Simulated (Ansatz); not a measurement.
HBe, doublet, geometry from GFN2-xTB (such geometries of metal compounds can be far from the true shape) (the spin is typed, not shown lowest); PBE0/3-21G in Ansatz (an electronic-structure program).

Ansatz was given this input:
Ansatz 0.2 input:
```yaml
crystal:
  periodic: [false, false, false]
  atoms:
    - {symbol: Be, position_ang: [-0.00000000, -0.00000000, -0.26243405]}
    - {symbol: H, position_ang: [0.00000000, 0.00000000, 1.04973619]}
basis:
  gaussian:
    orbitals: 3-21G.json
hamiltonian:
  xc: pbe0
magnetization: {spin_polarized: true, initial_magnetization: 1}
```
The basis file holds 3-21G in the JSON format of the Basis Set Exchange.

Task: What does Ansatz print? Leave out banner, timings and long lists.

Result: 
```
Functional definition: PBE0
141 factors; integrals over basis functions are off by at most 2.6e-4 eV
mean field evaluation 1: about -411.4546 eV, gradient 4.9e0 eV
mean field evaluation 2: about -411.7126 eV, gradient 1.5e0 eV
mean field evaluation 4: about -411.7403 eV, gradient 2.6e-1 eV
mean field evaluation 8: about -411.7321 eV, gradient 1.0e-2 eV
mean field -411.73213615 eV, -15.1308769215 hartree, gradient 8.8e-5 eV, S^2 0.750678; 0 other end points of the search recorded, 0 dependent functions left out
reference -411.73215567 eV, -15.1308776387 hartree; 3, 2 occupied and 8, 9 virtual orbitals, 141 factors
Total energy: -411.73215567 eV, -15.1308776387 hartree
```
